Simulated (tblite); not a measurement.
C₉H₇N.
Cartesian coordinates in Å at the GFN2-xTB level; atoms count from 1:
```
atom  x, y, z in Å
N1     4.6425   -1.1100   -0.2037
C2     3.5935   -0.6450   -0.2535
C3     2.3179   -0.0680   -0.3186
C4     1.2144   -0.7223    0.0777
C5    -0.1102   -0.1750    0.0279
C6    -0.6863    1.1771   -0.4337
C7    -1.8024    1.0509    0.5689
C8    -1.9749    0.5020   -0.8215
C9    -1.4261   -0.8537   -0.3480
C10   -1.2544   -0.3091    1.0307
H11    2.2713    0.9403   -0.7071
H12    1.2963   -1.7317    0.4635
H13   -0.2153    2.0535   -0.8385
H14   -2.3499    1.8092    1.0959
H15   -2.6827    0.7495   -1.5895
H16   -1.5886   -1.8574   -0.6949
H17   -1.2519   -0.7984    1.9868
```

Calculated harmonic vibrations of the isolated species, GFN2-xTB (tblite), most abundant isotopes, no scaling. Against measured fundamentals such values can be off by several per cent, at times by over 20. One conformer, not necessarily the lowest.

Harmonic wavenumbers (cm⁻¹): 74.3, 93.5, 111.5, 204.2, 281.1, 382.7, 493.8, 495.8, 642.8, 696.1, 745.4, 771.3, 838.5, 849.9, 861.0, 889.7, 910.0, 914.9, 948.2, 954.0, 954.9, 964.9, 980.4, 1007.2, 1025.6, 1039.5, 1083.9, 1089.6, 1113.2, 1185.4, 1217.3, 1219.6, 1264.0, 1312.9, 1383.4, 1444.2, 1631.4, 2361.4, 3047.6, 3067.2, 3115.5, 3118.9, 3127.2, 3128.5, 3136.8.

A = 5247, B = 686.4, C = 663.5 MHz; mass 129.058 u (most abundant isotopes); point group Cs, symmetry number 1.

**Question.** Zero-point energy?

**Answer.** ½Σν̃ = 28090 cm⁻¹ = 80.31 kcal/mol.

**Question.** Give the ideal-gas entropy at 298.15 K and 1 bar in the rigid-rotor, harmonic-oscillator model (classical rotation).

**Answer.** Translation 40.50, rotation 29.29, vibration 20.17: S = 90.0 cal/(mol K).

**Question.** And Cp and H(298.15 K) − H(0)?

**Answer.** Cp = 32.99 cal/(mol K), of which vibrations give 25.04 (their classical limit is 45 R = 89.4); H(298.15 K) − H(0) = 5.69 kcal/mol without the zero-point energy, 3.32 from vibrations.

**Question.** Blend soft modes into free rotors: weight 1/[1 + (100 cm⁻¹/ν̃)⁴] for the oscillator and the rest for a rotor with moment μB/(μ + B), μ = h/(8π²ν), B = 10⁻⁴⁴ kg m². What vibrational entropy results?

**Answer.** 18.94 cal/(mol K) in place of 20.17, which changes −T·S at 298.15 K by +0.37 kcal/mol.

**Question.** How do the functions run with temperature in this model?

**Answer.** 
| T (K) | S (cal/(mol K)) | Cp (cal/(mol K)) | H − H(0) (kcal/mol) | G − H(0) (kcal/mol) | ln q(vib) |
| --- | --- | --- | --- | --- | --- |
| 50 | 57.3 | 11.6 | 0.46 | -2.41 | 0.24 |
| 100 | 66.5 | 15.1 | 1.13 | -5.52 | 1.02 |
| 373.15 | 98.3 | 41.1 | 8.48 | -28.19 | 6.00 |
| 500 | 112.0 | 52.5 | 14.46 | -41.53 | 8.61 |
| 750 | 136.3 | 67.0 | 29.57 | -72.65 | 13.93 |
| 1000 | 156.8 | 75.6 | 47.47 | -109.36 | 19.07 |

q(vib) and H(0) count from the zero-point level.

**Question.** What must be added to the electronic energy to get the Gibbs energy at 298.15 K and 1 bar?

**Answer.** ZPE + [H(298.15 K) − H(0)] − T·S = 80.31 + 5.69 − 26.82 = 59.18 kcal/mol.

Hindered rotation and anharmonicity are outside this model. Other conformers, if any are populated, would add a mixing term that is left out.
